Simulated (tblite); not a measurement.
Parent: `[CH3:1][C@H:2]([F:3])[SiH2:4][SiH2:5][SiH3:6]` with C1–C2–Si4–Si5 78°, C2–Si4–Si5–Si6 -26°, C2H11FSi3.

Computed geometry: GFN2-xTB, gas phase. One conformer each, not checked by frequencies here.

```tsv
coordinate of the parent	value
C1–C2	1.517 Å
C2–F3	1.401 Å
C2–Si4	1.929 Å
Si4–Si5	2.321 Å
Si5–Si6	2.321 Å
C1–C2–F3	108.4°
C1–C2–Si4	114.2°
F3–C2–Si4	107.2°
C2–Si4–Si5	107.9°
Si4–Si5–Si6	117.9°
```

Problem. How does the shared frame change in `[CH3:1][C@@H:2]([F:3])[SiH2:4][Si@@H:5]([SiH3:6])[CH:7]([Cl:8])[Cl:9]` with C1–C2–Si4–Si5 -152°, C2–Si4–Si5–Si6 73°, Si4–Si5–C7–Cl8 -176°, C3H11Cl2FSi3? Atoms pair as C1 = C1, C2 = C2, F3 = F3, Si4 = Si4, Si5 = Si5, Si6 = Si6 (parent first).

Solution. 
| parent | relative | value in the relative | change |
| --- | --- | --- | --- |
| C1–C2 | C1–C2 | 1.515 Å | -0.002 |
| C2–F3 | C2–F3 | 1.403 Å | +0.002 |
| C2–Si4 | C2–Si4 | 1.930 Å | +0.001 |
| Si4–Si5 | Si4–Si5 | 2.331 Å | +0.010 |
| Si5–Si6 | Si5–Si6 | 2.339 Å | +0.018 |
| C1–C2–F3 | C1–C2–F3 | 108.6° | +0.2 |
| C1–C2–Si4 | C1–C2–Si4 | 114.7° | +0.5 |
| F3–C2–Si4 | F3–C2–Si4 | 107.1° | -0.1 |
| C2–Si4–Si5 | C2–Si4–Si5 | 104.1° | -3.8 |
| Si4–Si5–Si6 | Si4–Si5–Si6 | 120.4° | +2.5 |

Of the parent's bonds, Si5–Si6 changes most (+0.018 Å). Bonds of the relative outside the shared frame: Si5–C7 1.946, C7–Cl8 1.775, C7–Cl9 1.780 Å. Point group C1 → C1.

Problem. How does the shared frame change in `[CH3:1][C@@H:2]([F:3])[SiH2:4][Si@@H:5]([SiH3:6])[PH2:7]` with C1–C2–Si4–Si5 -161°, C2–Si4–Si5–Si6 59°, Si4–Si5–P7–H -173° and -80°, C2H12FPSi3? Atoms pair as C1 = C1, C2 = C2, F3 = F3, Si4 = Si4, Si5 = Si5, Si6 = Si6 (parent first).

Solution. 
| parent | relative | value in the relative | change |
| --- | --- | --- | --- |
| C1–C2 | C1–C2 | 1.515 Å | -0.002 |
| C2–F3 | C2–F3 | 1.402 Å | +0.001 |
| C2–Si4 | C2–Si4 | 1.926 Å | -0.003 |
| Si4–Si5 | Si4–Si5 | 2.333 Å | +0.012 |
| Si5–Si6 | Si5–Si6 | 2.348 Å | +0.027 |
| C1–C2–F3 | C1–C2–F3 | 108.6° | +0.2 |
| C1–C2–Si4 | C1–C2–Si4 | 114.8° | +0.6 |
| F3–C2–Si4 | F3–C2–Si4 | 107.1° | -0.1 |
| C2–Si4–Si5 | C2–Si4–Si5 | 105.2° | -2.7 |
| Si4–Si5–Si6 | Si4–Si5–Si6 | 119.1° | +1.2 |

Of the parent's bonds, Si5–Si6 changes most (+0.027 Å). Bonds of the relative outside the shared frame: Si5–P7 2.255 Å. Point group C1 → C1.

Problem. How does the shared frame change in `[CH3:1][C@@H:2]([F:3])[SiH2:4][Si@H:5]([SiH3:6])[SH:7]` with C1–C2–Si4–Si5 -151°, C2–Si4–Si5–Si6 -35°, Si4–Si5–S7–H -174°, C2H11FSSi3? Atoms pair as C1 = C1, C2 = C2, F3 = F3, Si4 = Si4, Si5 = Si5, Si6 = Si6 (parent first).

Solution. 
| parent | relative | value in the relative | change |
| --- | --- | --- | --- |
| C1–C2 | C1–C2 | 1.514 Å | -0.003 |
| C2–F3 | C2–F3 | 1.404 Å | +0.003 |
| C2–Si4 | C2–Si4 | 1.928 Å | -0.001 |
| Si4–Si5 | Si4–Si5 | 2.321 Å | 0.000 |
| Si5–Si6 | Si5–Si6 | 2.336 Å | +0.015 |
| C1–C2–F3 | C1–C2–F3 | 108.6° | +0.2 |
| C1–C2–Si4 | C1–C2–Si4 | 114.5° | +0.3 |
| F3–C2–Si4 | F3–C2–Si4 | 107.5° | +0.3 |
| C2–Si4–Si5 | C2–Si4–Si5 | 103.8° | -4.1 |
| Si4–Si5–Si6 | Si4–Si5–Si6 | 119.7° | +1.8 |

Of the parent's bonds, Si5–Si6 changes most (+0.015 Å). Bonds of the relative outside the shared frame: Si5–S7 2.189 Å. Point group C1 → C1.

Problem. How does the shared frame change in `[CH3:1][C:2]#[C:3][Si@@H:4]([SiH3:5])[SiH2:6][C@@H:7]([CH3:8])[F:9]` with C3–Si4–Si6–C7 -80°, Si4–Si6–C7–C8 -167°, C5H13FSi3? Atoms pair as C1 = C8, C2 = C7, F3 = F9, Si4 = Si6, Si5 = Si4, Si6 = Si5 (parent first).

Solution. 
| parent | relative | value in the relative | change |
| --- | --- | --- | --- |
| C1–C2 | C8–C7 | 1.515 Å | -0.002 |
| C2–F3 | C7–F9 | 1.402 Å | +0.001 |
| C2–Si4 | C7–Si6 | 1.927 Å | -0.002 |
| Si4–Si5 | Si6–Si4 | 2.323 Å | +0.002 |
| Si5–Si6 | Si4–Si5 | 2.326 Å | +0.005 |
| C1–C2–F3 | C8–C7–F9 | 108.5° | +0.1 |
| C1–C2–Si4 | C8–C7–Si6 | 114.8° | +0.6 |
| F3–C2–Si4 | F9–C7–Si6 | 107.4° | +0.2 |
| C2–Si4–Si5 | C7–Si6–Si4 | 107.1° | -0.8 |
| Si4–Si5–Si6 | Si6–Si4–Si5 | 117.7° | -0.2 |

Of the parent's bonds, Si5–Si6 changes most (+0.005 Å). Bonds of the relative outside the shared frame: C1–C2 1.447, C2≡C3 1.206, C3–Si4 1.852 Å. Point group C1 → C1.
